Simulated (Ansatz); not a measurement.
C7H9N can be A, `Cc1ccccc1N`, or B, `Cc1cccc(N)c1`.

Isolated molecules relaxed with PBE0-D4/def2-TZVP in Ansatz; ΔE leaves out vibrations. CBS: MP2 limit from def2 TZ/QZ plus the TZ coupled-cluster correction, frozen cores. DFT in def2-TZVPP. B3LYP here is the variant with VWN-RPA as its local correlation; programs differ in this. One conformer a species, not always the lowest.

A:

```xyz
17

C    -1.935   -0.868    0.153
C    -0.502   -0.442    0.197
C     0.423   -1.100    0.995
C     1.757   -0.723    1.036
C     2.177    0.344    0.258
C     1.274    1.020   -0.542
C    -0.067    0.640   -0.584
N    -0.953    1.285   -1.435
H    -2.608   -0.079    0.510
H    -2.101   -1.743    0.782
H    -2.247   -1.120   -0.866
H     0.082   -1.936    1.598
H     2.457   -1.257    1.667
H     3.215    0.657    0.274
H     1.607    1.855   -1.151
H    -0.661    2.198   -1.740
H    -1.919    1.268   -1.153
```

B:

```xyz
17

C     2.2167   -1.1719   -0.1762
C     0.8894   -0.4845   -0.2871
C     0.4048   -0.0704   -1.5246
C    -0.8093    0.5936   -1.6031
C    -1.5547    0.8513   -0.4666
C    -1.0861    0.4397    0.7813
N    -1.8477    0.6341    1.9234
C     0.1370   -0.2277    0.8506
H     2.4330   -1.7611   -1.0694
H     2.2520   -1.8369    0.6888
H     3.0248   -0.4424   -0.0629
H     0.9781   -0.2691   -2.4232
H    -1.1856    0.9152   -2.5681
H    -2.5079    1.3644   -0.5411
H    -1.3328    0.6395    2.7884
H    -2.5158    1.3852    1.8715
H     0.5040   -0.5590    1.8184
```

**Question.** Which isomer does CCSD(T)/CBS put lower? Give the gap. (Estimate.)

**Answer.** Ansatz gave: A, by 0.6 kcal/mol.

**Question.** Give E(B) − E(A) in kcal/mol with r2SCAN-D4, PBE0-D4, B3LYP-D4, MP2/def2-TZVPP, B3LYP, CCSD/def2-TZVPP, PBE-D4. (Best estimate.)

**Answer.** Ansatz gave: r2SCAN-D4 0.4, PBE0-D4 0.4, B3LYP-D4 0.3, MP2/def2-TZVPP 1.0, B3LYP -0.1, CCSD/def2-TZVPP 0.3, PBE-D4 0.5. The order is the other way round with B3LYP.

Largest T1 diagnostic: 0.011.

Leaving LDA and LC-ωPBE aside and taking each functional with its dispersion term where it has one, the values, not all of them listed here, spread over 0.4 kcal/mol, from BHLYP-D4 to revPBE-D4. LDA lies +0.9 kcal/mol from PBE without D4. In def2-TZVPP, CCSD(T) changes the Hartree–Fock value by +1.5 kcal/mol (the triples alone add +0.2 kcal/mol) and MP2 by +2.0 kcal/mol.
